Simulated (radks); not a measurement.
Values are calculated unless marked as measured or tabulated.
Q: Species: Cs. Configuration: [Xe] 6s1. Code: a radial shooting solver on a logarithmic mesh with Libxc functionals. Model: Dirac Kohn-Sham, PBE, spin-unpolarised, spherical densities, finite nucleus; Fermi nuclear charge, rms radius 4.8041 fm.

Spin-orbit splittings of the eigenvalues, e(l+1/2) - e(l-1/2), with zeta = 2 splitting/(2l+1) and mean radii in bohr:

shell  occ.  splitting (eV)  zeta (eV)  <r> j=l-1/2  <r> j=l+1/2
2p        6           352.3      234.8      0.09403      0.09992
3p        6               ?          ?       0.2887       0.3005
3d       10           14.33      5.733       0.2714       0.2751
4p        6           13.77      9.179       0.7207       0.7481
4d       10           2.285     0.9138       0.8307       0.8411
5p        6           1.629      1.086        2.022        2.119

Estimate the 3p splitting.

A: 67.51 eV (zeta = 45.00 eV).
